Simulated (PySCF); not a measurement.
**How methods differ on the ionisation energy of O²⁺**

O²⁺ [He] 2s2 2p2 (3P) → O³⁺ [He] 2s2 2p1 (2P), as a difference of total energies. Computed with PySCF 2.14 in aug-cc-pVDZ (4s3p2d, 23 functions), with the non-relativistic Hamiltonian (point nucleus). Correlated levels: valence: 1s2 frozen. The calculations carry no spin-orbit coupling.

```
           method  ionisation energy (eV)  difference from reference (eV)
              UHF                  54.634                          -0.302
    MP2 (valence)                  54.785                          -0.151
SCS-MP2 (valence)                  54.682                          -0.254
   CCSD (valence)                  54.546                          -0.390
CCSD(T) (valence)                  54.551                          -0.385
  CCSDT (valence)                  54.552                          -0.384
    FCI (valence)                  54.552                          -0.384
```

Reference: 54.936 eV (semi-empirical (NIST evaluation); NIST Atomic Spectra Database, ionization energies).

Errors of the correlated levels include the incompleteness of this basis and the frozen core.
